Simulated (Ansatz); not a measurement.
CH7AlClNSi. The species carries charge 0 and has multiplicity 1. The bonds changed during the relaxation, so this is another structure than the one it started from.

Z-matrix (Å, degrees):
```
Si
C 1 1.868
N 1 1.712 2 118.4
H 1 1.489 2 103.7 3 -120.4
H 1 1.483 2 107.2 3 121.0
Cl 2 1.869 1 109.8 3 -60.4
Al 2 1.969 1 123.5 3 -149.6
H 2 1.090 1 115.1 3 57.5
H 3 1.006 1 120.6 2 81.4
H 3 1.006 1 121.7 2 -68.5
H 7 1.582 2 117.8 1 -162.0
H 7 1.581 2 117.9 1 14.5
```

Task: What are the harmonic wavenumbers in cm⁻¹ at PBE0-D4/def2-TZVP (Ansatz, finite differences of forces, unscaled)? (Estimate.)

Result: The calculation gave: 70, 96, 150, 187, 220, 275, 313, 341, 446, 487, 574, 598, 619, 747, 760, 813, 861, 880, 907, 918, 957, 1137, 1582, 1935, 1946, 2211, 2243, 3131, 3613, 3708.

Task: Is this a minimum?

Result: Yes, all 30 modes are real.

Task: Give the ideal-gas thermochemistry at 298.15 K and 1 bar (rigid rotor, harmonic oscillator; point group C1, symmetry number 1).

Result: Zero-point energy 195.7 kJ/mol; H(298) − E = 221.6 kJ/mol; entropy 383.4 J/(mol·K), of which translation 168.9, rotation 118.1, vibration 96.3; G(298) − E = 107.3 kJ/mol. Modes under 100 cm⁻¹ are hindered rotations or soft bends, so the harmonic entropy is rough.

Task: And at 400, 500, 600, 800 and 1000 K?

Result: 
```tsv
T (K)	H − E (kJ/mol)	S (J/mol/K)	G − E (kJ/mol)
400	237.0	427.7	65.9
500	254.2	466.1	21.2
600	273.1	500.5	-27.2
800	314.4	559.7	-133.4
1000	359.1	609.5	-250.4
```
